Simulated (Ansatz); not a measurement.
Cost and result for the atomization energy of C3H8BF (`BCC(C)F`) (13 atoms, 12 bonds).

Cartesian coordinates in Å:
```
B -1.836 -0.019 0.200
C -0.635 0.195 -0.756
C 0.679 -0.439 -0.371
C 1.337 0.222 0.815
F 1.559 -0.361 -1.454
H -2.829 0.634 0.066
H -1.819 -0.870 1.044
H -0.494 1.250 -1.019
H -0.996 -0.269 -1.693
H 0.533 -1.507 -0.176
H 2.303 -0.239 1.024
H 0.706 0.119 1.701
H 1.492 1.286 0.620
```

Charge 0, multiplicity 1. The geometry is a stationary point of PBE0-D4/def2-TZVP. It is one conformer, not always the lowest. Program: Ansatz. All runs use 4 threads of an Arm Neoverse V1 on a shared host. Times are those of one run each, without the atoms' runs, and a repeat can differ threefold. Electronic energies, without spin–orbit coupling; frozen cores. CCSD(T)/CBS adds CCSD(T) − MP2 in def2-TZVPP to the MP2 limit, and its time is that of the two runs behind it. T1 = 0.010. HSE06 is the plane-wave form, built on full-range PBE exchange.

CCSD(T)/CBS is a level of theory with its own doubt, some kJ/mol a heavy atom from the limit and from the frozen cores, so smaller differences don't rank the functionals.

```csv
level,functions,wall time,atomization (kJ/mol),difference from CCSD(T)/CBS,per bond
LDA (SPW92)/def2-TZVPP,267,1.3 s,5659.0,690.3,57.5
revPBE-D4/def2-TZVPP,267,2 s,4956.6,-12.1,-1.0
PBE-D4/def2-TZVPP (with forces),267,2.6 s,5070.1,101.4,8.4
PBE0-D4/def2-TZVPP,267,2.7 s,5007.9,39.2,3.3
BHLYP-D4/def2-TZVPP,267,2.9 s,4876.7,-92.0,-7.7
HSE06-D4/def2-TZVPP,267,3 s,5010.9,42.2,3.5
r2SCAN-D4/def2-TZVPP (with forces),267,4.8 s,4999.9,31.2,2.6
r2SCANh-D4/def2-TZVPP,267,4.8 s,4978.4,9.7,0.8
CCSD(T)/def2-SVP,110,7 s,4780.6,-188.1,-15.7
ωB97M-V/def2-TZVPP (with forces),267,11 s,4997.6,28.9,2.4
MP2/def2-QZVPP,525,27 s,4989.3,20.6,1.7
CCSD(T)/def2-TZVPP,267,3.4 min,4865.2,-103.5,-8.6
CCSD(T)/CBS(def2),–,3.9 min,4968.7,0.0,0.0
```

Leaving LDA and LC-ωPBE aside and taking each functional with its dispersion term where it has one, the values spread over 193.4 kJ/mol, from BHLYP-D4 to PBE-D4. LDA lies +609.7 kJ/mol from PBE without D4, its usual overbinding. From r2SCAN to r2SCAN0 (25 % exact exchange), in def2-TZVPP and without D4, the atomization energy moves by −52.7 kJ/mol: exact exchange takes away binding that semilocal exchange gives to molecules. In def2-TZVPP, CCSD(T) changes the Hartree–Fock value by +1069.8 kJ/mol (the triples alone add +56.1 kJ/mol) and MP2 by +1133.1 kJ/mol; breaking electron pairs costs correlation energy, which Hartree–Fock lacks.
